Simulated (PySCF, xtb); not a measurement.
CHS2, SMILES S=C=[SH+], charge +1.

Harmonic wavenumbers (cm⁻¹) from GFN2-xTB in xtb at its own minimum, in rising order: 275, 304, 629, 820, 1559, 2228.

Task: What does B3LYP-D3(BJ)/def2-TZVP in PySCF give at its own minimum? (Estimate from the structure and the level; the computed values follow.)

Result: 324, 378, 617, 939, 1570, 2567. Paired by order, the mean absolute difference is 101 cm⁻¹ and the zero-point energies are 8.3 and 9.1 kcal/mol.
